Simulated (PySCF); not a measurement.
Isomers of C6H16N2, one conformer each; single-point electronic energies without zero-point terms and without any empirical dispersion term.

All values: PBE0/pcSseg-1 (PySCF, non-relativistic), each on one gas-phase PBE0-D3(BJ)/def2-SVP geometry that isn't relaxed in the solvent. The solvent is an IEF-PCM continuum (van der Waals radii × 1.2). The model holds no explicit solvent molecules, cavitation or dispersion.

```
             isomer  relative energy, gas (kJ/mol)  dipole (D)
 `N(NC)(C)C(C)(C)C`                            0.0        1.17
`CC[C@@H](C)N(C)NC`                            3.3        1.13
```

Problem. How do the relative energies look in chloroform (ε = 4.711)?

Solution. 
```json
{"isomer": "`N(NC)(C)C(C)(C)C`", "relative energy, solvent (kJ/mol)": "0.0", "E(solvent) − E(gas) (kJ/mol)": "-9.6", "dipole in solvent (D)": "1.52"}
{"isomer": "`CC[C@@H](C)N(C)NC`", "relative energy, solvent (kJ/mol)": "2.6", "E(solvent) − E(gas) (kJ/mol)": "-10.3", "dipole in solvent (D)": "1.47"}
```

The order is unchanged. Conformers: `[CH3:1][NH:2][N:3]([CH3:4])[C:5]([CH3:6])([CH3:7])[CH3:8]` with C1–N2–N3–C4 87°; `[CH3:1][CH2:2][C@@H:3]([CH3:4])[N:5]([CH3:6])[NH:7][CH3:8]` with C1–C2–C3–C4 178°, C2–C3–N5–C6 -67°, C3–N5–N7–C8 -140°. `CC[C@@H](C)N(C)NC` gains most from the continuum, while `N(NC)(C)C(C)(C)C` has the largest gas-phase dipole. The gains span 0.7 kJ/mol, the gas-phase energies 3.3 kJ/mol.
